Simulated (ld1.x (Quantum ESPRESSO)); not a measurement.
## Pseudopotential generation for Cr: PAW, PBEsol, non-relativistic.

Cr (Z = 24), PAW, made with ld1.x (Quantum ESPRESSO) 7.5 (PBEsol, non-relativistic). Core [Ne], reference 3s2 3p6 3d5 4s0.5 4p0 (charge +0.5). Waves: 3s (bound): rcut 1.20, rcutus 1.30 bohr; 4s (bound): rcut 1.20, rcutus 1.30 bohr; 3p (bound): rcut 1.35, rcutus 1.80 bohr; 4p (bound, empty): rcut 1.35, rcutus 1.80 bohr; 3d (bound): rcut 1.90, rcutus 2.35 bohr; 3d channel at 3.95 Ry: rcut 1.90, rcutus 2.35 bohr. Local part: all-electron potential smoothed inside 1.80 bohr (lloc = -1). Core correction: a·sin(br)/r model core inside 1.20 bohr. Augmentation charge: PSQ, inside the norm-conserving radii.

All-electron outer shells of the reference configuration (PBEsol, non-relativistic, ld1.x):

```tsv
shell	level (eV)	outermost node (bohr)	outermost maximum (bohr)
2p	-561.72	–	0.20
3s	-75.57	0.36	0.79
3p	-48.29	0.33	0.81
4s	-6.72	1.13	2.68
3d	-6.28	–	0.84
4p	-3.28	1.25	3.52
```

(1) Estimate the cutoffs (Ry, on a coarse ladder) from which the occupation-weighted sum of valence levels, in a spherical-Bessel basis at the reference potential, stays within 10 and 1 mRy of its value at 400 Ry.

(2) What does a ghost test show?

(3) Is the overlap operator S = 1 + Σ q|β⟩⟨β| positive definite (Bessel basis up to 400 Ry)?

Results:

(1) 30 Ry and 50 Ry.

(2) No extra level below or beside the all-electron valence levels (s, p, d, f tested).

(3) Yes: its lowest eigenvalue is 0.10 (p channel).

Its largest configuration-test error is -24 meV (3s2 3p6 3d2 4s0 4p0). Test run stopped at test 7 of 7 (negative rho).
